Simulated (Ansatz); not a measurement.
`CO[SiH](N)O[SiH3]` + `C[SiH](F)[SiH3]` → `N[SiH]([SiH3])O[SiH3]` + `CO[SiH](C)F`  (redistribution)

Program: Ansatz. Geometries: PBE0-D4/def2-TZVP. ΔE: electronic, gas phase. CBS: MP2 limit from def2 TZ/QZ plus the TZ coupled-cluster correction, frozen cores. Each species was taken in one conformer, which may not be the lowest.

| species | SCS-MP2/def2-TZVPP energy (Eh) |
| --- | --- |
| `CO[SiH](N)O[SiH3]` | -826.56770 |
| `C[SiH](F)[SiH3]` | -720.09267 |
| `N[SiH]([SiH3])O[SiH3]` | -1002.41014 |
| `CO[SiH](C)F` | -544.25029 |

(1) Work out ΔE.

Largest T1 diagnostic among the species: 0.012.

## Answers

(1) ΔE = (-1002.41014) + (-544.25029) − (-826.56770) − (-720.09267) = -0.00006 Eh = -0.2 kJ/mol. CCSD(T)/CBS gives +0.9 kJ/mol.
